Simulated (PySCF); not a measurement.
AlCl₂H₃N, charge +1, multiplicity 1. Atoms are numbered in the order given.

```xyz
7

Al    -0.0010    -0.0627    -0.0167
Cl     1.3085     0.9859    -1.1710
Cl    -1.3187     0.2871     1.4964
N      0.0181    -1.9678    -0.4997
H     -0.5184    -2.1605    -1.3582
H     -0.3894    -2.5696     0.2296
H      0.9670    -2.3213    -0.6876
```
Charge +1, spin multiplicity 1.

Geometry optimised at ωB97X-D3(BJ)/def2-SVP. The multiplicity is an assumed one; other spin states were not compared. The isomer is the one that the SMILES or the coordinates give; other isomers of the formula were not compared.

Method: TDDFT-LC-ωPBE/def2-SVPD (PySCF).

Vertical excitations. Gas-phase values at a fixed geometry.

Computed excitation energies, oscillator strengths and character:
| state | energy (eV) | λ (nm) | f | main pairs |
|---|---|---|---|---|
| S1 | 7.50 | 165 | 0.000 | HOMO→LUMO+1 92 % |
| S2 | 7.53 | 165 | 0.010 | HOMO→LUMO 76 % |
| S3 | 7.54 | 164 | 0.000 | HOMO−1→LUMO 81 %, HOMO−1→LUMO+2 13 % |
| S4 | 7.76 | 160 | 0.001 | HOMO−2→LUMO+1 96 % |
| S5 | 7.87 | 158 | 0.072 | HOMO−2→LUMO 83 % |
| S6 | 7.97 | 156 | 0.080 | HOMO−1→LUMO+1 85 % |
| S7 | 8.05 | 154 | 0.100 | HOMO−3→LUMO 82 % |
| S8 | 8.35 | 149 | 0.019 | HOMO−3→LUMO+1 90 % |
| S9 | 9.10 | 136 | 0.000 | HOMO−4→LUMO+1 97 % |
| S10 | 9.41 | 132 | 0.206 | HOMO−4→LUMO 65 % |
| T1 | 7.13 | 174 | 0 | HOMO−1→LUMO+1 57 %, HOMO→LUMO 27 % |
| T2 | 7.16 | 173 | 0 | HOMO−1→LUMO 69 %, HOMO−1→LUMO+2 13 % |
| T3 | 7.17 | 173 | 0 | HOMO→LUMO 44 %, HOMO−1→LUMO+1 33 %, HOMO→LUMO+2 7 % |
| T4 | 7.35 | 169 | 0 | HOMO→LUMO+1 94 % |
Triplets are in the Tamm–Dancoff approximation, which puts them higher than full response would, so one can lie above its singlet here.
